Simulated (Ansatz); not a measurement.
A nudged elastic band was laid between two geometries of CH2FSSi (6 atoms, charge -1, multiplicity 1).

All numbers below come from RKS PBE-D4/def2-SVP (Ansatz 0.2.0).

| Item | Value |
| --- | --- |
| movable images | 9 |
| climbing image | yes |
| spring | 5.0 eV/Å² |
| optimiser | quadratic models (default) |
| start path | through a guess of the saddle point |
| force threshold | 0.5 eV/Å |
| iteration limit | 60 |
| end points | relaxed |

Initial state:

```xyz
6
Properties=species:S:1:pos:R:3
F -0.390 -1.843 1.112
Si 0.054 -1.303 -0.453
C 0.330 0.590 -0.092
S -1.353 0.441 -0.840
H 1.041 1.194 -0.696
H 0.318 0.921 0.969
```

Final state:

```xyz
6
Properties=species:S:1:pos:R:3
F -0.059 -2.280 1.418
Si -0.231 -1.589 -0.143
C -0.116 0.165 0.192
S -0.439 1.294 -1.149
H 0.822 1.765 -1.505
H 0.023 0.644 1.186
```

Task: What changes between the two ends?

Result: Bonds broken: Si2–S4, C3–H5. Bonds formed: S4–H5.

Task: Give the energies along the band, and the barrier.

Result: The forces met the threshold. The highest image is number 4 of 0 to 10, 303.0 kJ/mol above the first end and 162.8 kJ/mol above the last; the last end lies 140.2 kJ/mol above the first. The threshold of 0.5 eV/Å is loose, so the images may lie well off the minimum-energy path. Neighbouring images differ by up to 1.2 eV, so the band resolves the path poorly. The order of the stationary point at the top wasn't checked. The orbitals stay closed-shell, which can raise the energy where a bond breaks towards radicals; this wasn't checked here. Limits of this set-up: an anion without diffuse functions, the dipole of an ion depends on the origin.

```
image  path coordinate (Å)  energy (kJ/mol)  Si2–S4 (Å)  C3–H5 (Å)  S4–H5 (Å)
    0                 0.00              0.0        2.27       1.11       2.51
    1                 0.34             27.5        2.31       1.10       2.23
    2                 0.69            120.7        2.43       1.13       1.91
    3                 1.03            241.0        2.56       1.33       1.60
    4                 1.38            303.0        2.61       1.73       1.40
    5                 1.73            290.7        2.61       2.10       1.34
    6                 2.12            229.9        2.59       2.41       1.36
    7                 2.51            188.3        2.69       2.56       1.40
    8                 2.89            162.5        2.82       2.58       1.40
    9                 3.28            145.9        2.95       2.56       1.40
   10                 3.67            140.2        3.06       2.51       1.39
```

Task: What is the geometry of the highest image?

Result: 
```xyz
6
Properties=species:S:1:pos:R:3
F -0.661 -1.967 1.072
Si 0.257 -1.327 -0.238
C 0.733 0.425 0.189
S -1.021 0.825 -0.997
H 0.279 1.279 -1.241
H 0.413 0.764 1.215
```

Run time: 110 s on 1 thread of Arm Neoverse V2 (shared host), peak memory 0.13 GiB.
